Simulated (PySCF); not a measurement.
Gas-phase equilibrium of 1 mol ZnCl2, 11 mol H2O at 1800 K and 0.00133 bar, among 18 species (ClO, O2, HCl, O, HO2, Zn, H2O, H, Zn(OH)2, HOCl, H2O2, O3, H2, ZnH2, ZnCl2, Cl, Cl2, OH). Only gases are allowed; each row takes one source of thermochemistry for all species, and Cantera finds the minimum.

Method: PySCF energies plus ideal-gas RRHO corrections (1 bar). † marks an energy on the PBE0/def2-TZVP geometry and frequencies; other levels use their own. Open shells (unrestricted) among the columns below: O2 (multiplicity 3), Cl (multiplicity 2, electronic degeneracy 6), OH (multiplicity 2, electronic degeneracy 4); the rest are closed-shell singlets. Spin-orbit splitting is ignored; it lowers the true energy and changes the entropy of Cl, OH. Zn: all electrons, no relativistic terms. The harmonic model lacks anharmonicity and excited electronic states, which grow with temperature; levels with a mode under 35 cm⁻¹ are left out.

Molecules larger than those listed are left out. Table species left out: Zn+.

With PBE0/def2-TZVP thermochemistry: H2O 0.70, HCl 0.14, Zn 0.073, O2 0.044, H2 0.023, OH 0.0089, Cl 0.0076.

Q: How far does the composition move with the other sources (r2SCAN/def2-TZVP†, LDA/def2-TZVP†, ωB97X-V/def2-TZVP†)?

A: 
| thermochemistry | x H2O | x HCl | x Zn | x O2 | x H2 | x OH | x Cl |
|---|---|---|---|---|---|---|---|
| PBE0/def2-TZVP | 0.70 | 0.14 | 0.073 | 0.044 | 0.023 | 0.0089 | 0.0076 |
| r2SCAN/def2-TZVP† | 0.67 | 0.14 | 0.072 | 0.055 | 0.045 | 0.0095 | 0.0059 |
| LDA/def2-TZVP† | 0.73 | 0.15 | 0.073 | 0.040 | 0.0063 | 0.00018 | 0.00072 |
| ωB97X-V/def2-TZVP† | 0.69 | 0.14 | 0.072 | 0.048 | 0.031 | 0.0077 | 0.0074 |
The most sensitive of these is OH: it spans a factor of 10^1.7 over these rows; at this temperature one factor of ten is RT ln 10 = 34 kJ/mol.
